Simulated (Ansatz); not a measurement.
All numbers were calculated with Ansatz.

A structure relaxed at PBE0-D4/def2-TZVP, charge 0, multiplicity 2:

Cartesian coordinates in Å:
```
C -1.172 -0.646 -0.841
C 0.119 -0.324 -0.910
Si 0.922 0.805 0.306
O -0.094 0.925 1.591
Cl 2.761 0.042 0.876
H -1.803 -0.295 -0.031
H -1.644 -1.281 -1.585
H 0.721 -0.687 -1.740
H 0.189 1.462 2.334
```

Give its formula and SMILES.

C2H4ClOSi, `C=C[Si](O)Cl`.

Summarise the bond lengths by kind.

1 × C–C 1.332 Å; 3 × C–H 1.085 to 1.087 Å; 1 × C–Si 1.844 Å; 1 × O–Si 1.643 Å; 1 × Cl–Si 2.071 Å; 1 × H–O 0.959 Å.
